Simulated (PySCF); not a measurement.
A run for PySCF: D3(BJ) and D4 dispersion corrections on CH4SSn (SMILES [CH3][Sn][SH]), a point of a torsion scan.

```python
from pyscf import gto
from pyscf.dispersion import dftd3, dftd4

mol = gto.M(
    atom='''
    C    -1.02933567   -0.12630181    0.07635306
    Sn    0.30525253    1.69661680   -0.15287051
    S     2.43396498    0.44410667   -0.00357309
    H    -0.81707606   -0.83183991   -0.73034836
    H    -2.09414091    0.10703687    0.03838511
    H    -0.84490902   -0.65507377    1.01493879
    H     2.21509496   -0.05430010    1.20221047
    ''',
    basis='def2-svp',
    charge=0, spin=0, verbose=0, max_memory=1800)
d3, d4 = {}, {}
for xc in ['hf', 'pbe', 'blyp', 'revpbe', 'tpss', 'r2scan', 'b3lyp', 'pbe0', 'bhlyp', 'camb3lyp', 'b2plyp']:
    d3[xc] = float(dftd3.DFTD3Dispersion(mol, xc=xc, version='d3bj', atm=False).get_dispersion()['energy'])
    print(f'D3(BJ) {xc:10s} {d3[xc]:14.8f} Eh')
for xc in ['hf', 'pbe', 'blyp', 'revpbe', 'tpss', 'r2scan', 'b3lyp', 'pbe0', 'bhlyp', 'camb3lyp', 'b2plyp']:
    d4[xc] = float(dftd4.DFTD4Dispersion(mol, xc={'camb3lyp': 'cam-b3lyp'}.get(xc, xc), atm=True).get_dispersion()['energy'])
    print(f'D4     {xc:10s} {d4[xc]:14.8f} Eh')
```

Output:

```
D3(BJ) hf            -0.04714846 Eh
D3(BJ) pbe           -0.00582585 Eh
D3(BJ) blyp          -0.01353252 Eh
D3(BJ) revpbe        -0.01374946 Eh
D3(BJ) tpss          -0.00769203 Eh
D3(BJ) r2scan        -0.00160418 Eh
D3(BJ) b3lyp         -0.01134415 Eh
D3(BJ) pbe0          -0.00539585 Eh
D3(BJ) bhlyp         -0.01006938 Eh
D3(BJ) camb3lyp      -0.00550778 Eh
D3(BJ) b2plyp        -0.00594610 Eh
D4     hf            -0.01892515 Eh
D4     pbe           -0.00582405 Eh
D4     blyp          -0.01250141 Eh
D4     revpbe        -0.01511481 Eh
D4     tpss          -0.00779276 Eh
D4     r2scan        -0.00128542 Eh
D4     b3lyp         -0.00957792 Eh
D4     pbe0          -0.00495008 Eh
D4     bhlyp         -0.00861721 Eh
D4     camb3lyp      -0.00514522 Eh
D4     b2plyp        -0.00401363 Eh
```

The run finished.

Cost: very roughly 0.03 core-seconds.
